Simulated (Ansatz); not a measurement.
Consider the ligand exchange at a Zn–O bond: `[OH][Zn][CH2]Cl` + H–F → `[F][Zn][CH2]Cl` + H₂O.

Program: Ansatz. Geometries: PBE0-D4/def2-TZVP. ΔE: electronic, gas phase. CBS: MP2 limit from def2 TZ/QZ plus the TZ coupled-cluster correction, frozen cores. This one scheme is used for every species. DFT in def2-TZVPP. HSE06 is defined as in plane-wave codes. For Zn outer-core shells are correlated without core-valence functions, which leaves a few kJ/mol of doubt a bond. Scalar relativity is left out up to krypton. Each species was taken in one conformer, which may not be the lowest.

| level | ΔE (kJ/mol) | difference from CCSD(T)/CBS |
| --- | --- | --- |
| PBE-D4 | -36.0 | -0.8 |
| r2SCANh-D4 | -37.7 | -2.5 |
| HSE06-D4 | -36.2 | -1.0 |
| ωB97X-V | -39.2 | -4.0 |
| B2PLYP | -36.5 | -1.3 |
| PBE-QIDH | -34.2 | 1.0 |
| revPBE | -39.1 | -3.9 |
| PBE0 | -37.3 | -2.1 |
| r2SCANh | -38.0 | -2.8 |
| CAM-B3LYP | -40.2 | -5.0 |
| MP2/def2-SVP | -41.8 | -6.6 |
| CCSD/def2-SVP | -45.8 | -10.6 |
| HF/def2-TZVPP | -47.6 | -12.4 |
| HF/def2-QZVPP | -50.1 | -14.9 |
| HF/CBS(def2) | -50.4 | -15.2 |
| MP2/CBS(def2) | -31.2 | 4.0 |
| CCSD(T)/CBS | -35.2 | 0 |

Largest T1 diagnostic among the species: 0.015.

Leaving LDA and LC-ωPBE aside and taking each functional with its dispersion term where it has one, the values, not all of them listed here, spread over 7.7 kJ/mol, from B97M-V to PBE-QIDH. LDA lies +7.3 kJ/mol from PBE without D4. At CCSD(T), def2-SVP lies −9.2 kJ/mol from the extrapolated value and def2-TZVPP +3.0 kJ/mol. In def2-TZVPP, CCSD(T) changes the Hartree–Fock value by +15.4 kJ/mol (the triples alone add +2.3 kJ/mol) and MP2 by +19.4 kJ/mol.
